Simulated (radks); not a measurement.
All-electron atom: Ir+ in [Xe] 4f14 5d7 6s1.

All-electron calculation, Dirac Kohn-Sham, PBE, spin-unpolarised, spherical densities, finite nucleus; open shells fill j = l - 1/2 first; Fermi nuclear charge, rms radius 5.4032 fm. Program: a radial shooting solver on a logarithmic mesh with Libxc functionals.

Energy parts (hartree):
| part | energy |
|---|---|
| total | -17854.2366 |
| kinetic | 20334.4548 |
| electron-nucleus | -44778.1581 |
| Hartree | 6938.1152 |
| exchange-correlation | -348.6485 |

Orbitals (lengths in bohr, moments of r in powers of bohr; <r^-3> diverges for s and p1/2; r(max) is where P^2 peaks):
orbital  occ.  eigenvalue (hartree)       <r^4>   <1/r>   r(max)  <r^-3>  small-component weight
1s1/2       2             -2792.618   4.815e-07   92.14  0.01082       -                8.50e-02
2s1/2       2             -488.4254  0.00007087   22.56  0.06251       -                1.94e-02
2p1/2       2             -468.0136  0.00004233   22.53  0.04620       -                1.95e-02
2p3/2       4             -408.2047  0.00006393   18.59  0.05336   18750                1.74e-02
3s1/2       2             -114.4544    0.002592   8.282   0.1759       -                6.44e-03
3p1/2       2             -105.2797    0.002271   8.198   0.1644       -                6.39e-03
3p3/2       4             -92.18425    0.003079   7.175   0.1790    4312                5.79e-03
3d3/2       4             -76.81823    0.002061   7.071   0.1397   750.2                5.68e-03
3d5/2       6             -73.98814    0.002260   6.835   0.1437   628.7                5.52e-03
4s1/2       2             -24.64484     0.05937   3.494   0.3978       -                2.16e-03
4p1/2       2             -20.76802     0.06396   3.385   0.3965       -                2.06e-03
4p3/2       4             -17.67100     0.08634   3.030   0.4268    1022                1.84e-03
4d3/2       4             -11.30533      0.1063   2.822   0.4211   157.9                1.64e-03
4d5/2       6             -10.73039      0.1166   2.739   0.4306   129.4                1.58e-03
4f5/2       6              -2.63621      0.2576   2.333   0.3927   25.73                1.19e-03
4f7/2       8              -2.52160      0.2744   2.300   0.3974   24.47                1.17e-03
5s1/2       2              -3.88558       1.696   1.391   0.8920       -                5.18e-04
5p1/2       2              -2.66920       2.506   1.262   0.9477       -                4.37e-04
5p3/2       4              -2.17146       3.620   1.134    1.029   161.0                3.71e-04
5d3/2       4              -0.58573       18.99  0.8033    1.277   13.18                1.92e-04
5d5/2       3              -0.53950       22.55  0.7712    1.318   10.37                1.78e-04
6s1/2       1              -0.49636       106.8  0.4690    2.330       -                6.88e-05

The highest occupied level is 6s1/2 at -13.507 eV. The electron density at the nucleus is 1.821e+06 e/bohr^3. The density falls to 0.001 e/bohr^3 at r = 4.09 bohr.
